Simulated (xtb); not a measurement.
The xtb input:
```
$ xtb mol.xyz --gfn 2 --chrg 1 --uhf 1 --etemp 1000 --json

# file mol.xyz
3

Si    -0.01521577    -0.00237586     0.77983544
Br     1.07276535    -1.63797801    -0.14008693
Br    -1.06667904     1.63892835    -0.17184725
```

Task: Give the partial charges in atom order at the level GFN2-xTB (xtb).

Result: Si1 0.62, Br2 0.19, Br3 0.19

Task: Estimate the total energy (a free energy at this electronic temperature) that GFN2-xTB returns for this input.

Result: -9.4316 Eh
